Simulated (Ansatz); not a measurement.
F₂Ge (SMILES [F][Ge][F]), singlet, geometry from GFN2-xTB; WB97X-V/6-31G* (Ansatz, a quantum-chemistry and plane-wave program).

Ansatz was given this input:
Ansatz 0.2 input:
```yaml
crystal:
  periodic: [false, false, false]
  atoms:
    - {symbol: Ge, position_ang: [0.01332486, -0.01119836, 0.43892087]}
    - {symbol: F, position_ang: [0.62471047, 1.17087434, -0.77062296]}
    - {symbol: F, position_ang: [-0.67208775, -1.13105795, -0.78998457]}
basis:
  gaussian:
    orbitals: 6-31G*
hamiltonian:
  xc: {name: wB97X-V}
```

Q: Predict the main parts of the log of this Ansatz run.

A: 
```
Functional definition: wB97X-V
560 factors; integrals over basis functions are off by at most 5.3e-4 eV
117 factors; integrals over basis functions are off by at most 1.8e-5 eV
mean field evaluation 1: about -61934.9715 eV, gradient 4.7e1 eV
mean field evaluation 2: about -61932.5422 eV, gradient 6.7e1 eV
mean field evaluation 4: about -61938.8940 eV, gradient 1.1e0 eV
mean field evaluation 8: about -61938.9047 eV, gradient 5.1e-2 eV
mean field evaluation 16: about -61938.9047 eV, gradient 9.6e-6 eV
mean field -61938.90472499 eV, -2276.2127649458 hartree, gradient 9.6e-6 eV, S^2 0.000000; 0 other end points of the search recorded, 0 dependent functions left out
reference -61938.90472340 eV, -2276.2127648875 hartree; 25, 25 occupied and 40, 40 virtual orbitals, 560 factors
Total energy: -61938.90472340 eV, -2276.2127648875 hartree
```
